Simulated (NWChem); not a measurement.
Species: C2H6BClO; SMILES ClB(CC)O

```xyz
11

B      0.5516     0.2369    -0.0406
Cl    -0.9634     1.1896    -0.0292
C      0.5335    -1.3079    -0.3016
C     -0.6687    -2.0857     0.2229
H      1.4810    -1.7284     0.0753
H      0.5935    -1.4151    -1.4031
H     -1.6117    -1.6802    -0.1740
H     -0.7332    -2.0374     1.3213
H     -0.6168    -3.1491    -0.0561
O      1.7145     0.8904     0.1444
H      1.6026     1.8419     0.2532
```
Atoms are numbered in this order, from 1.

All runs: NWChem. Pople sets run with spherical d functions. The geometry was optimised at PBE0/def2-SVP. Level SCAN/6-31G*: energy and gradient on several grids; changes count from the extra-fine grid, which is no exact limit either.

| grid | size of the energy change (μHa) | largest change of a gradient component (μHa/bohr) | time, medium = 1 (rough) |
|---|---|---|---|
| xcoarse | 20000 | 3000 | about 1 |
| coarse | 4000 | 2000 | about 1 |
| medium | 5000 | 800 | about 1 |
| fine | 800 | 400 | about 1 |
| xfine | < 10 | < 30 | 2 |
